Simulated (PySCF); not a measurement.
**Cu²²⁺ (copper, charge +22) across methods**

[He] 2s2 2p3, high-spin 4S determinant. Calculation: PySCF 2.14, in an uncontracted even-tempered set (19 s from 5.5 bohr⁻², ratio 2.2; 11 p from 7.2 bohr⁻², ratio 2.2; 6 d from 30 bohr⁻², ratio 2.4; 5 f from 45 bohr⁻², ratio 2.4; 4 g from 68 bohr⁻², ratio 2.4); scalar relativity by spin-free X2C-1e.

```json
{"method": "BLYP", "E (hartree)": "-1258.424", "mean ε 2s α (eV)": "-2112.1", "mean ε 2s β (eV)": "-2080.9", "mean ε 2p α (eV)": "-2002.9", "Σ⟨r²⟩ (bohr²)": "0.2567", "⟨S²⟩": "3.750"}
{"method": "PBE0", "E (hartree)": "-1258.187", "mean ε 2s α (eV)": "-2130.7", "mean ε 2s β (eV)": "-2090.6", "mean ε 2p α (eV)": "-2017.8", "Σ⟨r²⟩ (bohr²)": "0.2566", "⟨S²⟩": "3.750"}
{"method": "r2SCAN", "E (hartree)": "-1258.378", "mean ε 2s α (eV)": "-2122.9", "mean ε 2s β (eV)": "-2082.7", "mean ε 2p α (eV)": "-2009.8", "Σ⟨r²⟩ (bohr²)": "0.2564", "⟨S²⟩": "3.750"}
{"method": "PBE", "E (hartree)": "-1258.115", "mean ε 2s α (eV)": "-2112.0", "mean ε 2s β (eV)": "-2080.5", "mean ε 2p α (eV)": "-2002.5", "Σ⟨r²⟩ (bohr²)": "0.2567", "⟨S²⟩": "3.750"}
{"method": "LDA", "E (hartree)": "-1255.519", "mean ε 2s α (eV)": "-2108.5", "mean ε 2s β (eV)": "-2077.5", "mean ε 2p α (eV)": "-2000.9", "Σ⟨r²⟩ (bohr²)": "0.2571", "⟨S²⟩": "3.750"}
{"method": "BHandHLYP", "E (hartree)": "-1258.442", "mean ε 2s α (eV)": "-2149.4", "mean ε 2s β (eV)": "-2100.9", "mean ε 2p α (eV)": "-2033.2", "Σ⟨r²⟩ (bohr²)": "0.2565", "⟨S²⟩": "3.750"}
{"method": "UHF", "E (hartree)": "-1258.18561", "mean ε 2s α (eV)": "-2185.8", "mean ε 2s β (eV)": "-2118.7", "mean ε 2p α (eV)": "-2062.6", "Σ⟨r²⟩ (bohr²)": "0.2562", "⟨S²⟩": "3.750"}
```
